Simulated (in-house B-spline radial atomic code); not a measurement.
# PBE0 excitations of Ar8+

Method: PBE0. Computed with an all-electron radial atomic-structure program (B-spline basis): linear response of the closed shell [He] 2s2 2p6 with the functional's adiabatic kernel; non-relativistic, point nucleus, no spin-orbit coupling, no double excitations, S, P, D and F terms only. Only terms of natural parity with L up to 3 were computed.

Command:
```bash
python run_td.py task.json out
```
Settings (radii: box in bohr, nucleus in fm):
```
Z                        18
electrons                10
configuration            [He] 2s2 2p6
hamiltonian              nr
method                   pbe0
box_radius               11.59
intervals                50
```

Time taken, with all properties: 0.2 s on 1 thread of Intel(R) Xeon(R) Platinum 8559C (Emerald Rapids), with other jobs on the host.

The lowest states, in the order of their Tamm-Dancoff energies; the method's threshold (minus the highest occupied level) is 402.73 eV. Labels give the largest channel, * marks a mixed state, and oscillator strengths are full-response dipole values. Semilocal kernels can invert the small singlet-triplet splittings of Rydberg terms. Energies in eV:

```csv
state,full response,Tamm-Dancoff,oscillator strength
2p → 3s 3P,245.63,245.65,-
2p → 3s 1P,247.36,247.39,0.204
2p → 3p 3S,260.69,260.74,-
2p → 3p 3D,?,?,-
2p → 3p 1D,263.86,263.87,-
2p → 3p 1S,273.57,274.22,-
2p → 3d 3P,285.29,285.30,-
2p → 3d 3F,?,?,-
2p → 3d 1F,287.02,287.02,-
2p → 3d 1P,291.72,291.92,1.85
2s → 3s 3S,312.03,312.04,-
2s → 3s 1S,315.48,315.64,-
2p → 4s 3P,325.06,325.07,-
2p → 4s 1P,325.65,325.66,0.0294
2s → 3p 3P,329.33,329.34,-
2s → 3p 1P,330.57,330.59,0.34
2p → 4p 3S,330.97,330.98,-
2p → 4p 3D,331.43,331.44,-
2p → 4p 1D,331.87,331.87,-
2p → 4p 1S,335.47,335.76,-
2p → 4d 3P,339.66,339.66,-
2p → 4d 3F,339.81,339.82,-
```

(1) Where does 2p → 3p 3D lie?

(2) Where does 2p → 3d 3F lie?

(3) How large is the singlet-triplet splitting of 2p → 3s (P terms) in Tamm-Dancoff?

(4) What polarisabilities and dispersion coefficient does the method give?

## Answers

(1) At 262.47 eV in full response, 262.49 eV in Tamm-Dancoff.

(2) At 285.82 eV in full response, 285.84 eV in Tamm-Dancoff.

(3) 1.74 eV, from the unrounded values.

(4) Dipole 0.03809 bohr³, quadrupole 0.01137 bohr⁵, C6 0.01414 hartree·bohr⁶ for two such species.
